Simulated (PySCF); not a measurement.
Computed shifts of a molecule C₄H₄O₂, PBE/pcSseg-1 run with PySCF, GIAO, gas phase, equivalent atoms averaged, in ppm (number of nuclei): ¹³C: 163.1 (1), 133.4 (1), 116.1 (1), 83.1 (1). ¹H: 6.92 (1), 6.45 (1), 5.24 (1), 4.23 (1). References: ¹⁷O against H2O (σ = 334.3 ppm); ¹³C against TMS (σ = 182.0 ppm); ¹H against TMS (σ = 31.49 ppm), references at their B3LYP-D3(BJ)/def2-TZVP geometries, non-relativistic. Geometry: PBE0-D3(BJ)/def2-SVP. The values are those of a single conformer.

### Question
Which structure fits?
A. Oc1ccco1
B. C#CCC(=O)O
C. C=C1OC=CO1
D. C1=COC=CO1

### Answer
A, Oc1ccco1
